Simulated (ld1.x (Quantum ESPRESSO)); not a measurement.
Transferability test, ultrasoft potential for Pr

- Element: Pr
- Generator: ld1.x (Quantum ESPRESSO) 7.5
- Type: ultrasoft
- Functional: PW91
- Relativity: scalar-relativistic
- Frozen core: [Kr] 4d10
- Valence charge: 13
- Reference configuration: 4f3 5s2 5p6 5d0 6s1.75 6p0.25
- Partial waves: 5s (bound): rcut 2.10, rcutus 2.30 bohr; 6s (bound): rcut 2.10, rcutus 2.30 bohr; 5p (bound): rcut 2.30, rcutus 2.60 bohr; 6p (bound): rcut 2.30, rcutus 2.60 bohr; 5d (bound, empty): rcut 3.75, rcutus 3.95 bohr; 5d channel at 0.45 Ry: rcut 3.75, rcutus 3.95 bohr; 4f (bound): rcut 1.25, rcutus 1.55 bohr; 4f channel at 0.3 Ry: rcut 1.25, rcutus 1.55 bohr
- Local potential: all-electron potential smoothed inside 3.35 bohr (lloc = -1)
- Core correction: Bessel-smoothed model core inside 1.00 bohr
- Augmentation charge: PSQ, radius 0.90 bohr

Energies are relative to the spin-unpolarised reference configuration 4f3 5s2 5p6 5d0 6s1.75 6p0.25; without spin polarisation the order of configurations can differ from experiment.

| valence configuration | charge | ΔE all-electron (eV) | error AE − PS (meV) |
| --- | --- | --- | --- |
| 4f3 5s2 5p6 5d0 6s2 6p0 | 0 | -0.559 | +0.4 |
| 4f3 5s2 5p6 5d0 6s0 6p0 | +2 | 15.856 | -5.2 |
| 4f2 5s2 5p6 5d0 6s2 6p0 | +1 | 7.033 | -74 |
| 4f3 5s2 5p6 5d0 6s0 6p1 | +1 | 8.093 | -2.8 |
| 4f3 5s1 5p6 5d0 6s2 6p0 | +1 | 43.654 | -33 |

What are ΔE and the potential's error for 4f3 5s2 5p6 5d0 6s1 6p1?

ΔE = 1.724 eV all-electron; the error (AE − PS) is -0.7 meV.

What are ΔE and the potential's error for 4f3 5s2 5p6 5d0 6s1 6p0?

ΔE = 5.195 eV all-electron; the error (AE − PS) is -1.8 meV.

Levels in the configuration 4f3 5s2 5p6 5d0 6s0 6p0:

```tsv
level	all-electron (eV)	pseudo (eV)
4f	-13.931	-13.918
5s	-51.853	-51.856
5p	-34.208	-34.208
```
